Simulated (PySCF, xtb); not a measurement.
C5H9F, SMILES CC1(F)CCC1.

Geometry optimised at PBE0-D3(BJ)/def2-SVP.

Level of theory: IEF-PCM-B3LYP/def2-SVP in PySCF 2.14.0.

The values are the electrostatic part of the solvation free energy, E(continuum) − E(gas) at the gas-phase geometry, in a cavity of scaled van der Waals radii (PySCF's table); cavitation and dispersion terms are not included. In vacuum the orbital gap is 9.58 eV. The dipole moment in vacuum is 1.62 D.

Computed values in water (ε = 78.36), acetonitrile (ε = 35.69), methanol (ε = 32.61):
```
solvent           ε  ΔG(elec) (kcal/mol)  dipole (D)  gap (eV)
------------  -----  -------------------  ----------  --------
water         78.36                 -2.2        2.05      9.79
acetonitrile  35.69                 -2.1        2.03      9.78
methanol      32.61                 -2.1        2.03      9.78
```

For comparison, GFN2-xTB/ALPB(water) (xtb, at the GFN2-xTB geometry, all terms of that model) gives -2.5 kcal/mol.
